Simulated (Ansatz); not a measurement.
Mulliken charges of `ClC1(Cl)O[SiH2]1` from ωB97M-V/def2-TZVPP in Ansatz (PBE0-D4/def2-TZVP geometry).

| atom | x (Å) | y (Å) | z (Å) | charge (e) |
| --- | --- | --- | --- | --- |
| Cl1 | -0.605 | -1.408 | 1.732 | -0.058 |
| C2 | 0.067 | -0.795 | 0.229 | 0.041 |
| Cl3 | 0.468 | -2.108 | -0.868 | -0.058 |
| O4 | 1.124 | 0.118 | 0.419 | -0.328 |
| Si5 | -0.159 | 0.919 | -0.326 | 0.397 |
| H6 | -0.879 | 1.904 | 0.503 | 0.004 |
| H7 | 0.045 | 1.301 | -1.735 | 0.004 |

Task: By hand: the dipole of these point charges (1 e Å = 4.8032 D).

Result: Σ q r = (-0.424, 0.510, -0.313) e Å, of length 0.733 e Å = 3.52 D.

Task: How does the dipole of the full density compare? (Best estimate.)

Result: Computed: (-0.286, 0.551, -0.266) e Å, 3.24 D; the point charges give 1.09 times that, at 11° from its direction.

Point charges leave out the atoms' own dipoles, such as those of lone pairs, and Mulliken's split depends on the basis, so the close match here is no proof of good charges.
